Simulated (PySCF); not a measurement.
C3H5F3S.
Atom-mapped SMILES: `[CH3:1][C@@H:2]([SH:3])[C:4]([F:5])([F:6])[F:7]` (hydrogens: H8, H9, H10 on C1; H11 on C2; H12 on S3)

Method: PBE0-D3(BJ)/def2-SVP geometry optimisation, gas phase (PySCF 2.14.0); density fitting, grid level 1; the optimiser is geomeTRIC in internal coordinates, started from a GFN2-xTB structure.

Step 0: E = -22152.1354 eV
```
atom  x, y, z in Å  |  force x, y, z in eV/Å
C1     -0.9410   -0.8619    0.4428    0.300   0.076  -0.421
C2     -0.0664   -0.1423   -0.5722   -0.127   0.668   0.569
S3     -0.9094    1.3022   -1.3169    0.092  -0.368  -0.551
C4      1.2455    0.2995    0.0639    0.724   0.089   0.047
F5      2.0585    0.9262   -0.7906   -0.269  -0.155   0.006
F6      1.9315   -0.7528    0.5420   -0.260  -0.014  -0.099
F7      1.0556    1.1292    1.1015   -0.241  -0.099  -0.159
H8     -1.8769   -1.1550   -0.0251   -0.343  -0.109  -0.138
H9     -0.4337   -1.7521    0.8102    0.164  -0.339   0.191
H10    -1.1584   -0.2093    1.2869   -0.084   0.201   0.287
H11     0.1842   -0.7894   -1.4167    0.093  -0.135  -0.189
H12    -1.0962    1.9593   -0.1723   -0.049   0.186   0.457
```

Step 1: E = -22152.1485 eV
```
atom  x, y, z in Å  |  force x, y, z in eV/Å
C1     -0.9342   -0.8815    0.4280   -0.023  -0.020   0.048
C2     -0.0482   -0.1248   -0.5437   -0.093  -0.050  -0.230
S3     -0.9141    1.2923   -1.3020    0.068   0.032   0.162
C4      1.2701    0.3218    0.0706   -0.372   0.178  -0.192
F5      2.0851    0.8269   -0.8501    0.133  -0.035   0.096
F6      1.8922   -0.6996    0.6600    0.077  -0.035   0.046
F7      1.0620    1.2650    1.0000    0.155  -0.088   0.085
H8     -1.9110   -1.0585   -0.0430    0.034  -0.041   0.049
H9     -0.4965   -1.8494    0.7133    0.060   0.026   0.015
H10    -1.0950   -0.2907    1.3427   -0.028  -0.010  -0.001
H11     0.2137   -0.7676   -1.4025    0.009   0.050   0.076
H12    -1.1310    1.9197   -0.1197   -0.020  -0.006  -0.153
```

**Question.** Estimate the geometry and energy of step 2. (The exact step hangs on the optimiser's Hessian estimate; all steps are aligned on step 1, rigid shifts and turns removed.)

**Answer.** E = -22152.1614 eV, largest force 0.221 eV/Å
```
atom  x, y, z in Å  |  force x, y, z in eV/Å
C1     -0.9285   -0.8800    0.4323   -0.003   0.000   0.011
C2     -0.0608   -0.1147   -0.5528   -0.043   0.131   0.002
S3     -0.9196    1.3029   -1.3172    0.068  -0.057   0.008
C4      1.2588    0.3188    0.0689    0.044   0.080   0.036
F5      2.1013    0.8229   -0.8272   -0.068   0.040  -0.035
F6      1.8683   -0.7217    0.6413    0.060  -0.207   0.051
F7      1.0814    1.2367    1.0288   -0.076   0.013  -0.072
H8     -1.9053   -1.0905   -0.0216    0.005  -0.027  -0.010
H9     -0.4576   -1.8312    0.7216    0.025   0.027   0.011
H10    -1.0952   -0.2877    1.3449   -0.010   0.007  -0.016
H11     0.2073   -0.7553   -1.4081   -0.007   0.005   0.003
H12    -1.1569    1.9534   -0.1573    0.005  -0.011   0.012
```

The energy changes by -0.0129 eV. The first-order estimate −F·Δx gives -0.0265 eV and the mean of the old and new forces, exact on a quadratic surface, -0.0120 eV. The step makes an angle of 68° with the force vector and moves no atom by more than 0.057 Å.

What follows is the cost of the whole optimisation. The run took 55 s wall on an Arm Neoverse V1 with one thread, shared host with 32 logical CPUs at a one-minute load of 12, and the process peaked at 0.55 GiB of memory.
